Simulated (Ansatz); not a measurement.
Input file for Ansatz (a quantum-chemistry and plane-wave program): R-CCSD(T)/def2-SVP on H4OSeSi (SMILES [SiH3]O[SeH]), a point of a torsion scan. The run froze 20 orbitals, filled d shells among them.

Ansatz 0.2 input:
```yaml
crystal:
  periodic: [false, false, false]
  atoms:
    - {symbol: Si, position_ang: [0.82236199, -0.23914607, 0.08127040]}
    - {symbol: O, position_ang: [-0.25552987, 0.95510425, -0.23257744]}
    - {symbol: Se, position_ang: [-2.05693868, 1.05692618, 0.00698003]}
    - {symbol: H, position_ang: [0.48710441, -1.43633996, -0.69309133]}
    - {symbol: H, position_ang: [2.00839577, 0.46245399, -0.38882917]}
    - {symbol: H, position_ang: [0.82852923, -0.56641611, 1.50661561]}
    - {symbol: H, position_ang: [-2.37895038, 0.52412882, -1.31463572]}
basis:
  gaussian:
    orbitals: def2-SVP
magnetization: {spin_polarized: false}
correlation: {method: ccsd_t, electrons: outside_noble_gas}
scf: {lower_state_search: off}
```

Program output:

```
WARN ansatz: RAYON_NUM_THREADS=2 ignored (pool sized by the plan → 2); use --threads N
Functional definition: HF
these checks for a lower state are left out or cut short: stability, starts, cluster_reference, orbital_swaps, neighbouring_geometries, increment
integrals: 0.07 GiB planned
804 factors; integrals over basis functions are off by at most 1.1e-3 eV
mean field: 0.25 GiB planned
mean field evaluation 1: about -75251.3599 eV, gradient 2.9e1 eV
mean field evaluation 2: about -75251.3794 eV, gradient 2.9e1 eV
mean field evaluation 4: about -75253.3004 eV, gradient 3.0e0 eV
mean field evaluation 8: about -75253.3306 eV, gradient 9.9e-2 eV
mean field -75253.33071586 eV, -2765.5088952684 hartree, gradient 8.5e-6 eV, S^2 0.000000; 0 other end points of the search recorded, 0 dependent functions left out
20 core orbitals not correlated
reference -75253.33071586 eV, -2765.5088952684 hartree; 10, 10 occupied and 54, 54 virtual orbitals, 804 factors
second order -11.05798899 eV of doubles, -0.00000000 eV of singles
coupled cluster: 0.17 GiB planned
cycle   1  -11.65786375 eV  change   -6.0e-1 eV  update   9.1e-2
cycle   2  -12.04633404 eV  change   -3.9e-1 eV  update   2.8e-2
cycle   3  -12.13881005 eV  change   -9.2e-2 eV  update   1.4e-2
cycle   4  -12.13317208 eV  change    5.6e-3 eV  update   3.3e-3
cycle   5  -12.13354985 eV  change   -3.8e-4 eV  update   1.6e-3
cycle   6  -12.13370224 eV  change   -1.5e-4 eV  update   6.5e-4
cycle   7  -12.13347393 eV  change    2.3e-4 eV  update   3.3e-4
cycle   8  -12.13353631 eV  change   -6.2e-5 eV  update   1.4e-4
cycle   9  -12.13357682 eV  change   -4.1e-5 eV  update   5.7e-5
cycle  10  -12.13354819 eV  change    2.9e-5 eV  update   2.4e-5
cycle  11  -12.13356561 eV  change   -1.7e-5 eV  update   9.7e-6
perturbative correction -0.29971628 eV, -0.0110143701 hartree
Total energy: -75265.76399775 eV, -2765.9658099503 hartree
Checks for a lower state left out: stability, starts, cluster_reference, orbital_swaps, neighbouring_geometries, increment
```

The run converged.

Cost: around 3 core-seconds (rough).
